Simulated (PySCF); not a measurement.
Bond energies at MP2/def2-TZVPP beside a composite method

PySCF, lowest determinants of a PBE0 search. The composite is CCSD(T) extrapolated to the basis-set limit from two correlation-consistent sets, with core-valence (CV) and scalar-relativistic (SR) terms as its label shows; it has no spin–orbit coupling and nothing beyond (T).

```csv
species,state (unpaired electrons),De MP2 (eV),De composite (eV),composite,dissociates to
AlH,singlet (closed shell),2.99,3.19,CCSD(T)/CBS(TQ)+CV+SR,Al + H
GeBr,doublet (π ↑),3.62,3.53,CCSD(T)/CBS(DT),Ge + Br
HBr,singlet (closed shell),3.99,4.06,CCSD(T)/CBS(TQ)+CV,H + Br
GeC,"triplet (σ ↑, π ↑)",3.67,3.83,CCSD(T)/CBS(DT),Ge + C
SiBr,doublet (π ↑),3.83,3.88,CCSD(T)/CBS(TQ),Si + Br
SrF,doublet (σ ↑),5.46,5.51,CCSD(T)/CBS(DT)+CV,Sr + F
TlH,singlet (closed shell),2.36,2.61,CCSD(T)/CBS(DT),Tl + H
LiI,singlet (closed shell),3.76,3.95,CCSD(T)/CBS(TQ)+CV,Li + I
```

Task: Does MP2 bind more or less than the composite, by how much on average, and where is the difference largest?

Result: MP2/def2-TZVPP binds less on average, method and basis taken together: the mean signed difference is -0.11 eV and the mean absolute one 0.13 eV; it is largest for TlH (-0.25 eV).

The molecules are drawn from runs that passed checks on state, spin purity and fit, so the hardest cases are missing and the errors look smaller than over all diatomics.

Correlated steps freeze the inner cores (1 to 18 orbitals); shallow outer-core shells are correlated. UHF and ROHF references stand side by side, which adds small steps between rows. Spin–orbit coupling is left out, which matters for elements this heavy, above all for dissociation energies. Where the molecule has an RHF reference, its open-shell atoms are computed with UHF. The CCSD T1 diagnostic is raised in GeC, a sign that a single reference may not be enough there. States were picked by a PBE0 search and need not be the measured ground states.
